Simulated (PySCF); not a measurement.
Si(H)2(Me)(OAc) (C3H8O2Si), SMILES C[SiH2]OC(C)=O.

Geometry optimised at PBE0-D3(BJ)/def2-SVP. Other conformers were not sampled.

All values below come from HF/def2-TZVP (PySCF).

Gas-phase values at a fixed geometry.

Computed frontier levels, gap, dipole moment and polarisability:
```yaml
highest_occupied_level: -12.25 eV
lowest_empty_level: 3.37 eV
orbital_gap: 15.62 eV
dipole_moment: 0.352 e·Å
quadrupole, principal values (traceless, Buckingham form, about the centre of nuclear charge): -10.67, 0.00, 10.68 D·Å
mean_static_polarisability: 61.2 bohr³ (9.07 Å³)
polarisability_principal_values: 55.0, 61.2, 67.5 bohr³
```
